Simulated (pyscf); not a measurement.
H₃C–C⁻(CH₃)–OH (SMILES C[C-](C)O), singlet

Gas-phase minimum from PySCF at ωB97X-D3(BJ)/def2-SVPD, one conformer. H₃C–C⁻(CH₃)–OH lies 33.4 kcal/mol over its isomer H₃C–CH(CH₃)–O⁻, and others may lie lower still (electronic energy, ωB97M-D3(BJ)). 

```
C
O 1 1.4608
H 2 0.9815 1 107.58
C 1 1.5133 2 106.61 3 -57.97
H 4 1.1030 1 111.97 2 -62.02
H 4 1.1050 5 107.89 1 123.19
H 4 1.1385 5 106.53 6 114.39
C 1 1.5133 2 106.61 3 57.98
H 8 1.1030 1 111.97 2 62.01
H 8 1.1050 9 107.89 1 -123.19
H 8 1.1385 9 106.53 10 -114.39
```
Charge -1, spin multiplicity 1.

Properties at ωB97X-D3(BJ)/def2-SVPD:

| Item | Value |
|---|---|
| Harmonic wavenumbers, unscaled | 277, 311, 377, 380, 459, 496, 782, 912, 941, 1005, 1036, 1134, 1189, 1262, 1341, 1347, 1424, 1432, 1444, 1460, 2642, 2686, 3031, 3037, 3085, 3089, 3482 cm⁻¹ |
| Zero-point energy | 57.3 kcal/mol |
| Rotational symmetry number | 1 |
| Entropy of this conformer at 298 K and 1 atm, rigid rotor and harmonic oscillator, modes under 100 cm⁻¹ raised to 100 | 291.7 J/(mol K) |
| Dipole moment | depends on origin |

Single-point totals, which compare only within one level:

```
level                    total energy (hartree)
-----------------------  ----------------------
ωB97X-D3(BJ)/def2-TZVPD              -193.84796
PBE/def2-TZVPD                       -193.52934
r²SCAN/def2-TZVPD                    -193.65665
B3LYP-D3(BJ)/def2-TZVPD              -193.79240
PBE0-D3(BJ)/def2-TZVPD               -193.54474
M06-2X/def2-TZVPD                    -193.67624
ωB97M-D3(BJ)/def2-TZVPD              -193.81592
```
